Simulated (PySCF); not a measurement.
oxadisiletane (CH6OSi2), SMILES [SiH2]1[SiH2]OC1. Atoms are numbered in the order given.

```xyz
10

C     -1.2721     0.6139     0.0000
O     -1.1021    -0.8300     0.0000
Si     0.5710    -1.1316     0.0000
Si     0.5788     1.2015     0.0000
H     -1.8474     0.9190    -0.8914
H     -1.8474     0.9190     0.8914
H      1.0205    -1.8873     1.2028
H      1.0205    -1.8873    -1.2028
H      1.0027     1.9569    -1.2124
H      1.0027     1.9569     1.2124
```

The structure is a stationary point at TPSSh-D3(BJ)/def2-SVP.

All values below come from TDDFT-PBE/def2-SVPD (PySCF 2.14.0).

Vertical excitations. Isolated molecule, no solvent. State labels are in the subgroup Cs.

| state | symmetry | energy (eV) | λ (nm) | f | main pairs |
|---|---|---|---|---|---|
| S1 | A" | 5.28 | 235 | 0.000 | HOMO→LUMO 99 % |
| S2 | A' | 5.55 | 223 | 0.001 | HOMO−2→LUMO 77 %, HOMO−1→LUMO 18 % |
| S3 | A" | 5.57 | 223 | 0.000 | HOMO→LUMO+1 100 % |
| S4 | A' | 5.64 | 220 | 0.053 | HOMO−1→LUMO 70 %, HOMO−1→LUMO+1 16 %, HOMO−2→LUMO 11 % |
| S5 | A' | 5.85 | 212 | 0.047 | HOMO−1→LUMO+1 47 %, HOMO−2→LUMO+1 38 %, HOMO−2→LUMO 9 % |
| S6 | A' | 6.08 | 204 | 0.014 | HOMO→LUMO+2 69 %, HOMO−2→LUMO+1 16 %, HOMO−1→LUMO+1 11 % |
| S7 | A' | 6.25 | 198 | 0.104 | HOMO−2→LUMO+1 42 %, HOMO→LUMO+2 26 %, HOMO−1→LUMO+1 18 % |
| S8 | A" | 6.26 | 198 | 0.001 | HOMO−2→LUMO+2 95 % |
| S9 | A" | 6.40 | 194 | 0.002 | HOMO→LUMO+3 92 % |
| S10 | A" | 6.51 | 190 | 0.043 | HOMO−1→LUMO+2 84 % |
| T1 | A' | 4.96 | 250 | 0 | HOMO−1→LUMO 92 % |
| T2 | A" | 5.06 | 245 | 0 | HOMO→LUMO 99 % |
| T3 | A' | 5.28 | 235 | 0 | HOMO−1→LUMO+1 48 %, HOMO−2→LUMO 34 %, HOMO−2→LUMO+1 11 % |
| T4 | A' | 5.33 | 233 | 0 | HOMO−2→LUMO 61 %, HOMO−1→LUMO+1 28 %, HOMO−2→LUMO+1 10 % |
Triplets are in the Tamm–Dancoff approximation, which puts them higher than full response would, so one can lie above its singlet here.
